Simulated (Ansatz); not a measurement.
Ideal-gas functions of `OC1=C(Cl)C1(O)Cl` at 600 K and 1 bar, from an Ansatz frequency run at PBE0-D4/def2-TZVP.

Molar mass 140.95 g/mol, point group C1 (symmetry number 1), electronic degeneracy 1, moments of inertia 236.817, 398.554, 489.93 u Å². Harmonic wavenumbers (cm⁻¹, unscaled): 110, 142, 166, 219, 233, 376, 386, 455, 548, 617, 680, 707, 859, 970, 1237, 1249, 1297, 1377, 1952, 3825, 3835.

Use S(trans) = R[1.5 ln M + 2.5 ln T − 1.1517]; rotational temperatures θ = 24.2544 K / I; S(rot) = R[ln(√π/σ · √(T³/θAθBθC)) + 1.5]; for each mode x = 1.438777 ν̃/T, S = R[x/(eˣ − 1) − ln(1 − e⁻ˣ)] and H = RT x/(eˣ − 1); 1 cm⁻¹ = 0.0119627 kJ/mol; R = 8.31446 J/(mol·K).

Problem. By hand: the entropy, in J/(mol·K).

Solution. Translation 185.1. Rotation: θ = 0.1024, 0.0609, 0.0495 K, giving 130.6. Vibration, mode by mode: 19.42, 17.31, 16.03, 13.76, 13.26, 9.45, 9.25, 7.99, 6.62, 5.78, 5.11, 4.85, 3.64, 2.95, 1.78, 1.74, 1.59, 1.36, 0.44, 0.01, 0.01, in all 142.3. Electronic 0.0. Sum 458.0 J/(mol·K).

Problem. By hand: H − E and G − E in kJ/mol, counted from the electronic energy.

Solution. Zero-point energy ½ × 21240 × 0.0119627 = 127.0; thermal vibration 43.4; translation, rotation and pV give 4 RT = 20.0. H − E = 190.4 kJ/mol, and G − E = 190.4 − 600 × 458.0/1000 = -84.4 kJ/mol.

Vibration gives 31 % of the entropy, 36.7 J/(mol·K) of it from the modes under 150 cm⁻¹: soft modes count most, and the harmonic formula is weakest for them. The sum counts one conformer and one mirror image; others add a mixing term.
